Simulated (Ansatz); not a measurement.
pinacolborane (C$_{6}$H$_{13}$BO$_{2}$), singlet, geometry from GFN2-xTB. Base run: HF/STO-3G in Ansatz (a program for electronic structure).

Here is a job for Ansatz.
Ansatz 0.2 input:
```yaml
crystal:
  periodic: [false, false, false]
  atoms:
    - {symbol: C, position_ang: [-1.77504489, -0.15419211, 0.95810353]}
    - {symbol: C, position_ang: [-0.76840575, -0.13730342, -0.19880335]}
    - {symbol: C, position_ang: [-1.15823124, -1.21383039, -1.21017274]}
    - {symbol: O, position_ang: [-0.86942477, 1.14841393, -0.81692468]}
    - {symbol: B, position_ang: [0.21679455, 1.88224231, -0.47765229]}
    - {symbol: O, position_ang: [1.13781395, 1.18178064, 0.22559658]}
    - {symbol: C, position_ang: [0.73092190, -0.18813684, 0.28138958]}
    - {symbol: C, position_ang: [0.93589637, -0.71651378, 1.70003172]}
    - {symbol: C, position_ang: [1.64641146, -0.96262237, -0.67469209]}
    - {symbol: H, position_ang: [-2.76727097, 0.03377745, 0.55440757]}
    - {symbol: H, position_ang: [-1.54858855, 0.63559343, 1.66969349]}
    - {symbol: H, position_ang: [-1.77551462, -1.11521817, 1.46352174]}
    - {symbol: H, position_ang: [-2.20548957, -1.08539787, -1.47234630]}
    - {symbol: H, position_ang: [-0.57277491, -1.13035295, -2.12003870]}
    - {symbol: H, position_ang: [-1.02218357, -2.20221407, -0.77984665]}
    - {symbol: H, position_ang: [0.34570089, 3.00142624, -0.76166501]}
    - {symbol: H, position_ang: [0.43205319, -0.09141387, 2.43008365]}
    - {symbol: H, position_ang: [1.99904572, -0.70697816, 1.92719343]}
    - {symbol: H, position_ang: [0.56858196, -1.73602217, 1.77924377]}
    - {symbol: H, position_ang: [1.55575249, -0.57339505, -1.68547743]}
    - {symbol: H, position_ang: [2.67628670, -0.82371634, -0.35394660]}
    - {symbol: H, position_ang: [1.41402789, -2.02326310, -0.66707659]}
basis:
  gaussian:
    orbitals: STO-3G
hamiltonian:
  xc: hf
```

The base run was repeated with changes; each row names its change, and settings that it needs were set with it.

```csv
change,ΔE vs base (µEh)
base,0.0
"point_charge = charge:-1.0 position_ang:0.1336, -6.7286, -0.554",-5761
"point_charge = charge:0.5 position_ang:-3.5767, 4.7151, -1.8383",-3510
forces = on,0.0
fitting.mean_field = cc-pVTZ-JKFIT,-40.6
fitting.mean_field = def2-universal-JKFIT,(withheld)
accuracy = high,-67.6
"point_charge = charge:1.0 position_ang:-1.6562, -4.7288, -4.33",1760
lower_state_search = off,0.0
nuclear_model = gaussian,30.4
lower_state_search = full,0.0
```

Question: What belongs in the gaps?

Answer: 
- fitting.mean_field = def2-universal-JKFIT, ΔE vs base (µEh): -1010
